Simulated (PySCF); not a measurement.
All values below come from CAM-B3LYP-D3(BJ)/def2-TZVP (PySCF). Gas-phase values, no solvent. Excitations are Tamm–Dancoff values on a coarser integration grid. The basis has no diffuse functions, so Rydberg states are missing or too high.

Reference species (SMILES): `[GeH2]=[CH2]` (neutral, multiplicity 1).

```yaml
hole reorganisation energy (four-point): 0.331 eV
T1 excitation (TDA): 2.50 eV
dipole_moment: 0.84 D
HOMO–LUMO gap: 7.53 eV
```

Changed species: `C=[SiH2]`.

**Question.** What does the change do to the hole reorganisation energy (four-point), T1 excitation (TDA), dipole moment and HOMO–LUMO gap?

**Answer.** the hole reorganisation energy (four-point) decreases by 0.015 eV, to 0.316 eV; the T1 excitation (TDA) increases by 0.22 eV, to 2.72 eV; the dipole moment stays essentially unchanged; the HOMO–LUMO gap rises by 0.19 eV, to 7.72 eV.
